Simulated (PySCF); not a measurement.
C2H8GeSe, SMILES CC[Se][GeH3]. Atoms are numbered in the order given.

```xyz
12

Se     0.5139     0.4616     0.8233
C      1.8087    -0.6310    -0.1800
C      2.0405    -0.1829    -1.6074
H      1.4767    -1.6784    -0.1252
H      2.7292    -0.5519     0.4179
H      2.3642     0.8675    -1.6484
H      1.1279    -0.2737    -2.2165
H      2.8192    -0.8024    -2.0822
Ge    -1.4230    -0.2263    -0.3124
H     -1.4233    -1.7644    -0.4155
H     -2.6122     0.2627     0.5291
H     -1.5139     0.3706    -1.7305
```
Charge 0, spin multiplicity 1.

Coordinates come from a PBE0-D3(BJ)/def2-SVP optimisation. The structure was generated by enumeration, and PubChem lists no compound with its InChIKey, so it may never have been made. The values are those of a single conformer.

All values below come from B3LYP/def2-TZVP in PySCF.

Computed frontier levels, gap, dipole moment and polarisability:
| Quantity | Result |
|---|---|
| highest occupied level | -6.24 eV |
| lowest empty level | -0.43 eV |
| orbital gap | 5.81 eV |
| dipole moment | 1.48 D |
| quadrupole, principal values (traceless, Buckingham form, about the centre of nuclear charge) | -3.36, -2.25, 5.61 D·Å |
| mean static polarisability | 84.6 bohr³ (12.53 Å³) |
| polarisability, principal values | 69.0, 83.4, 101.3 bohr³ |
